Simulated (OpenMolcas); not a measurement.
## Lu+: thermal populations, worked from levels

| Property | Result |
| --- | --- |
| Program | OpenMolcas |
| Basis | ANO-RCC-VTZP [8s7p5d3f2g1h] |
| Scalar Hamiltonian | DKH2, point nucleus |
| Active space | 2 electrons in 6 orbitals (5d 6s) |
| State averaging | 2S+1 = 1 even, 20 roots; 2S+1 = 3 even, 15 roots kept (CI in the orbitals of an earlier block) |
| Spin-orbit coupling | RASSI with atomic mean-field integrals over the reference wave functions, term energies averaged over their components |

Methods: CASSCF; MS-CASPT2, IPEA 0.25 Eh, imaginary shift 0.1 Eh (closed shells correlated: 5s 5p). Measured levels: NIST Handbook of Basic Atomic Spectroscopic Data.

**Thermal populations.** Z = Σ (2J + 1) exp(-E/kT) with k = 0.695035 cm-1/K, over the levels below. No other level of either list lies under 27200 cm-1, which is above 7 kT at each temperature.

```csv
Level,2J + 1,MS-CASPT2,measured
6s2 1S0,1,0.0,0.0
5d 6s 3D1,3,11970,11796
5d 6s 3D2,5,12630,12435
5d 6s 3D3,7,14360,14199
5d 6s 1D2,5,17170,17333
```

| T (K) | Z, MS-CASPT2 | Z, measured levels | Ground level (%), MS-CASPT2 | Ground level (%), measured levels |
| --- | --- | --- | --- | --- |
| 5000 | 1.376 | 1.392 | 72.7 | 71.8 |

At 5000 K, kT = 3475 cm-1, and the computed levels give Z = 1.000 + 0.096 + 0.132 + 0.112 + 0.036 = 1.376.

CASPT2 breaks the degeneracy within a term, and the mean is taken; among the terms shown or strongly mixed into the levels shown the widest spread is 200 cm-1 (5d 6s 1D, MS-CASPT2). Terms from blocks run as CI alone lack orbitals of their own. A single d shell beside an s shell can misplace configurations of different d count against each other. Without dynamic correlation excited terms often stand tens of per cent too high (terms of higher spin than the ground term too low), and those without a measured partner can miss by more than the paired ones (holds for CASSCF). Computed and measured levels are paired by configuration, term and J; levels that our copy of the source lacks, or whose pairing is in doubt (as where it misses far off the trend of its configuration), stay unpaired and out of the deviations. Levels of configurations outside the active space are missing.
